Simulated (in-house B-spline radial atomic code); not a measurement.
Results of a calculation; reference values are marked as such.
**N in an electron gas of r_s = 1.8: phase shifts, screening and friction**

A nucleus sits in a uniform electron gas with a rigid positive background. The Kohn-Sham equations are solved self-consistently in the spin-unpolarised LDA (PW92), non-relativistic, on B-splines with outgoing waves at the boundary and partial waves to l = 8. The model has no lattice, no bands and no magnetic solution. Atomic units; δ_l are the phase shifts at the Fermi level, counted so that each bound state adds π, and good to about 0.0005.

The density parameter is r_s = 1.8 bohr.

```
l  δ_l (rad)
0     4.4154
1     1.8995
2     0.1217
3     0.0285
4     0.0063
5     0.0016
6     0.0005
7     0.0003
8     0.0002
```

Bound levels below the band bottom (hartree): s -13.18, s -0.1724.

Question: Check the Friedel sum rule, and say where the screening charge sits.

Answer: k_F = (9π/4)^(1/3)/r_s = 1.06620. The rule is Z = (2/π) Σ (2l + 1) δ_l. The terms are s 2.811, p 3.628, d 0.387, f 0.127 and 0.056 beyond, in all 7.010 against Z = 7. Bound states hold 4 s, 0 p, 0 d electrons, so the scattering states carry 3.01 in all; where a term is smaller than its bound count, the bound level has drawn weight out of the band.

Question: Find the transport cross section and the electronic stopping of a 1 keV N ion (mass 14.01 u).

Answer: σ_tr = (4π/k_F²) Σ (l + 1) sin²(δ_l − δ_(l+1)). The terms for l = 0 to 3 are 0.3430, 1.9155, 0.0260, 0.0020, all together 2.2866, so σ_tr = 11.054 × 2.2866 = 25.277 bohr². With n = 3/(4π r_s³) = 0.04093, the friction coefficient is Q = n k_F σ_tr = 1.1032. For v well below v_F = 1.066, dE/dx = Q v; with 24801 eV per u at v = 1, v = √(1000/(24801 × 14.01)) = 0.0536, so dE/dx = 0.05918 hartree/bohr = 30.4 eV/nm. The largest term couples the p and d waves.
